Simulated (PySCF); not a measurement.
Sn(GeH3)(H)3 (GeH6Sn), SMILES [GeH3][SnH3].

The structure is a stationary point at PBE0-D3(BJ)/def2-TZVP. The def2 effective core potentials stand for the cores of Sn; spin–orbit coupling is left out.

All values below come from r2SCAN/def2-TZVPD in PySCF.

Isolated molecule, no solvent.

The total energy comes out as -2294.95488 hartree. The point group is C3v and the highest occupied level comes out as -7.16 eV. The lowest empty level comes out as -0.69 eV, the orbital gap is 6.47 eV and the dipole moment comes out as 0.14 D. The quadrupole, principal values (traceless, Buckingham form, about the centre of nuclear charge) comes out as -0.71, 0.35, 0.35 D·Å and the mean static polarisability is 81.3 bohr³ (12.04 Å³). The polarisability, principal values comes out as 71.8, 71.8, 100.2 bohr³.
